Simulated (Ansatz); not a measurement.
A nudged elastic band was laid between two geometries of BGaH5N (8 atoms, charge 0, multiplicity 1).

Level of theory: Ansatz 0.2.0, RKS B3LYP/def2-SVP.

```
movable images  : 8
climbing image  : no
spring          : 5.0 eV/Å²
optimiser       : quadratic models (default)
start path      : through a guess of the saddle point
force threshold : 0.03 eV/Å
iteration limit : 38
end points      : relaxed
```

Image 0:

```xyz
8
Properties=species:S:1:pos:R:3
B -0.778 0.889 -1.334
Ga -0.283 0.189 0.568
N 1.030 -1.056 0.827
H -1.639 0.370 -2.006
H -0.251 1.864 -1.818
H -0.958 0.637 1.922
H 1.287 -1.412 1.742
H 1.592 -1.481 0.098
```

Image 9:

```xyz
8
Properties=species:S:1:pos:R:3
B -0.779 0.889 -1.336
Ga -0.281 0.188 0.566
N 1.030 -1.059 0.828
H -1.637 0.368 -2.009
H -0.258 1.870 -1.815
H -0.954 0.641 1.919
H 1.593 -1.487 0.101
H 1.286 -1.411 1.745
```

(1) What changes between the two ends?

(2) Give the energies along the band, and the barrier.

(3) What is the geometry of the highest image?

Results:

(1) No bond is made or broken. The dihedral B1–Ga2–N3–H7 goes from -180 to 0°. The two ends are copies of one structure, up to a mirror image or an exchange of like atoms.

(2) The run converged. The highest image is number 4 of 0 to 9, 0.50 eV above the ends, which have the same energy within 2 meV. No image climbed, so the highest image needn't sit at the top of the path.

| image | path coordinate (Å) | energy (eV) | dihedral B1–Ga2–N3–H7 (°) |
| --- | --- | --- | --- |
| 0 | 0.00 | 0.00 | -180 |
| 1 | 0.42 | 0.04 | -165 |
| 2 | 0.84 | 0.18 | -155 |
| 3 | 1.26 | 0.37 | -144 |
| 4 | 1.67 | 0.50 | -130 |
| 5 | 2.09 | 0.49 | -111 |
| 6 | 2.51 | 0.37 | -87 |
| 7 | 2.93 | 0.18 | -56 |
| 8 | 3.35 | 0.04 | -21 |
| 9 | 3.77 | 0.00 | 0 |

(3) 
```xyz
8
Properties=species:S:1:pos:R:3
B -0.841 0.882 -1.329
Ga -0.184 0.220 0.535
N 1.073 -1.192 0.568
H -1.806 0.378 -1.858
H -0.311 1.777 -1.944
H -0.721 0.777 1.928
H 0.795 -1.943 1.203
H 1.996 -0.899 0.898
```

Time of the run: 9.8 min on 1 thread of Intel(R) Xeon(R) Processor @ 2.50GHz (Skylake/Cascade Lake), with other jobs on the host, peak memory 0.18 GiB.
